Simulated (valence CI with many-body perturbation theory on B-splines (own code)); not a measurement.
# Forbidden lines of W25+

Method: configuration interaction combined with many-body perturbation theory (CI+MBPT): three valence electrons over a frozen Dirac-Fock core [Kr] 4d10, a basis of 8 s, 8 p, 9 d, 9 f, 6 g, 3 h, 2 i functions for each j, with the one-electron correlation potential Σ1, the two-electron term Σ2, the three-electron term Σ3, Breit, model QED; selected CI, second order for the rest (own B-spline code, finite nucleus).

No measured levels were compared; by estimate terms of the open shell hold to a few per cent of their energy, and close levels can change places. Core correlation moves these levels by up to 48000 cm⁻¹, and in measured spectra 5 to 20 % of such shifts remained as error; rates that hang on mixing are uncertain with them.

Lines 51 to 100 of 120 in falling wavelength, among levels below 1031400 cm⁻¹, chosen from the decays that carry over 1 % of a level's rate. Wavelengths and rates use the calculated energies, so an error of 2000 cm⁻¹ moves a line at 3264 Å by 6.5 % and its rate by three times that or more. Electric multipoles are in the length gauge, E1 and E2 with the static RPA response of the core. S is in atomic units (e²a₀⁴ for E2 and M2, e²a₀⁶ for E3), for M1 in squared Bohr magnetons. Weak lines are less certain than strong ones. Lines between different terms over intervals too small for the method are left out, as are lines whose strength nearly cancels. Where a level lies close to another of its J and parity, the split of strength between their lines is uncertain.

Names give the largest LS component (configuration and term), which can be under half, so a name can repeat, a term be missing and a line seem to break the LS rules; names also repeat where a configuration has a term twice. Letters in brackets count levels of one name in rising energy.

```tsv
λ vac (Å)	Upper	Lower	Type	A (s⁻¹)	S (a.u.)
3264	4f3 2D°_3/2 [a]	4f3 4F°_5/2	M1	1.62e+02	8.34e-01
3246	4f3 2D°_3/2 [b]	4f3 2P°_1/2	M1	2.42e+02	1.23e+00
3167	4f3 2D°_5/2 [b]	4f3 4G°_7/2	M1	1.94e+01	1.37e-01
3146	4f3 4D°_7/2	4f3 4G°_9/2	M1	1.19e+01	1.10e-01
3128	4f3 2G°_9/2 [a]	4f3 4F°_9/2	M1	3.76e+02	4.27e+00
3122	4f3 2D°_5/2 [a]	4f3 4G°_5/2	M1	6.69e+01	4.53e-01
3112	4f3 2G°_7/2 [a]	4f3 4F°_5/2	M1	8.61e+01	7.69e-01
3089	4f3 2L°_17/2	4f3 2K°_15/2	M1	1.78e+02	3.50e+00
3047	4f3 2K°_15/2	4f3 4I°_15/2	M1	2.19e+02	3.67e+00
2982	4f3 2D°_5/2 [a]	4f3 4F°_7/2	M1	5.16e+00	3.05e-02
2960	4f3 2D°_3/2 [b]	4f3 2D°_3/2 [a]	M1	4.15e+02	1.60e+00
2952	4f3 4D°_7/2	4f3 2G°_7/2 [a]	M1	1.19e+01	9.07e-02
2881	4f3 2K°_13/2	4f3 4I°_13/2	M1	1.08e+02	1.34e+00
2870	4f3 2H°_11/2 [a]	4f3 4I°_13/2	M1	9.98e+01	1.05e+00
2862	4f3 2H°_9/2 [b]	4f3 4G°_9/2	M1	9.10e+01	7.91e-01
2764	4f3 2G°_9/2 [a]	4f3 4G°_7/2	M1	1.11e+02	8.72e-01
2701	4f3 2H°_9/2 [b]	4f3 2G°_7/2 [a]	M1	2.43e+02	1.77e+00
2588	4f3 4G°_9/2	4f3 2H°_9/2 [a]	M1	1.51e+02	9.67e-01
2558	4f3 4D°_3/2	4f3 4G°_5/2	M1	3.06e+01	7.61e-02
2512	4f3 2D°_5/2 [a]	4f3 4F°_5/2	M1	4.43e+01	1.56e-01
2433	4f3 2D°_5/2 [b]	4f3 4G°_5/2	M1	4.42e+01	1.42e-01
2423	4f3 2I°_13/2	4f3 2H°_11/2 [a]	M1	3.95e+01	2.91e-01
2420	4f3 4D°_3/2	4f3 4S°_3/2	M1	1.99e+02	4.17e-01
2415	4f3 2I°_13/2	4f3 2K°_13/2	M1	8.98e+01	6.57e-01
2379	4f3 2L°_15/2	4f3 2K°_13/2	M1	4.24e+02	3.39e+00
2347	4f3 2D°_5/2 [b]	4f3 4F°_7/2	M1	2.34e+02	6.73e-01
2308	4f3 2D°_5/2 [b]	4f3 4S°_3/2	M1	1.06e+02	2.90e-01
2262	4f3 2H°_9/2 [a]	4f3 4I°_9/2	M1	3.69e+02	1.58e+00
2256	4f3 2D°_3/2 [a]	4f3 4F°_3/2	M1	7.87e+01	1.34e-01
2247	4f3 4D°_7/2	4f3 4F°_9/2	M1	9.42e+00	3.17e-02
2189	4f3 2H°_9/2 [b]	4f3 2H°_11/2 [a]	M1	8.32e+01	3.24e-01
2118	4f3 2G°_9/2 [a]	4f3 4F°_7/2	M1	1.95e+01	6.86e-02
2114	4f3 2P°_1/2	4f3 4F°_3/2	M1	2.09e+02	1.47e-01
2109	4f3 2K°_15/2	4f3 4I°_13/2	M1	2.77e+02	1.54e+00
2069	4f3 2H°_11/2 [b]	4f3 2H°_9/2 [a]	M1	3.72e+01	1.47e-01
2053	4f3 4D°_7/2	4f3 4G°_7/2	M1	1.32e+01	3.39e-02
2046	4f3 2D°_5/2 [b]	4f3 4F°_5/2	M1	3.15e+01	6.00e-02
2003	4f3 4F°_9/2	4f3 4I°_11/2	M1	7.08e+01	2.11e-01
1932	4f3 2K°_13/2	4f3 4I°_11/2	M1	4.98e+02	1.86e+00
1929	4f3 2H°_9/2 [b]	4f3 4G°_7/2	M1	8.89e+01	2.36e-01
1927	4f3 2H°_11/2 [a]	4f3 4I°_11/2	M1	1.11e+02	3.53e-01
1870	4f3 2D°_5/2 [a]	4f3 4F°_3/2	M1	1.45e+02	2.11e-01
1857	4f3 4D°_1/2	4f3 4S°_3/2	M1	5.50e+01	2.61e-02
1821	4f3 4F°_7/2	4f3 4I°_9/2	M1	3.99e+01	7.14e-02
1810	4f3 2H°_11/2 [b]	4f3 4I°_13/2	M1	5.90e+01	1.56e-01
1773	4f3 4G°_5/2	4f3 4I°_9/2	E2	6.55e-01	6.14e-02
1765	4f3 2D°_3/2 [b]	4f3 4G°_5/2	M1	4.22e+01	3.44e-02
1727	4f3 2G°_9/2 [a]	4f3 2H°_9/2 [a]	M1	1.05e+01	2.00e-02
1720	4f3 2I°_11/2	4f3 2H°_9/2 [a]	M1	6.43e+01	1.46e-01
1717	4f3 4D°_7/2	4f3 4G°_5/2	M1	5.56e+00	8.34e-03
```
